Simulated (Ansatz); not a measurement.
C₂H₁₀NPSi (`CC([SiH3])NP`), relaxed with RKS PBE0-D4/def2-TZVP in Ansatz 0.2.0 from a PBE-D4/def2-SVP geometry. The force threshold is 0.005 eV/Å; the program also tests the step.

Charge 0, multiplicity 1.

Start:

```xyz
15

C     1.358   -0.728   -1.011
C     0.262    0.189   -0.448
Si   -1.477   -0.582   -0.779
N     0.517    0.443    0.968
P    -0.777    0.900    2.013
H     1.346   -1.717   -0.508
H     2.364   -0.283   -0.844
H     1.242   -0.882   -2.103
H     0.264    1.136   -1.053
H    -1.724   -1.770    0.110
H    -1.440   -1.047   -2.215
H    -2.598    0.412   -0.650
H     1.438    0.866    1.134
H    -0.677    2.355    2.118
H    -0.098    0.707    3.270
```

(1) By how much does the energy fall, and how many steps does the optimiser take? (Estimate.)

(2) Which bonds change most? (Best estimate.)

(3) Give the relaxed structure. (Best estimate.)

## Answers

(1) Computed: 0.07 eV, in 8 steps.

(2) Computed: N4–P5 from 1.725 to 1.691 Å; P5–H14 from 1.462 to 1.432 Å; C2–Si3 from 1.930 to 1.904 Å; P5–H15 from 1.441 to 1.419 Å.

(3) The calculation gave: 
```xyz
15

C     1.342   -0.729   -0.995
C     0.258    0.198   -0.459
Si   -1.458   -0.567   -0.770
N     0.513    0.485    0.943
P    -0.756    0.887    1.986
H     1.319   -1.694   -0.483
H     2.335   -0.293   -0.835
H     1.226   -0.899   -2.067
H     0.272    1.121   -1.064
H    -1.693   -1.737    0.116
H    -1.422   -1.036   -2.184
H    -2.571    0.407   -0.645
H     1.421    0.899    1.103
H    -0.674    2.310    2.127
H    -0.112    0.647    3.228
```
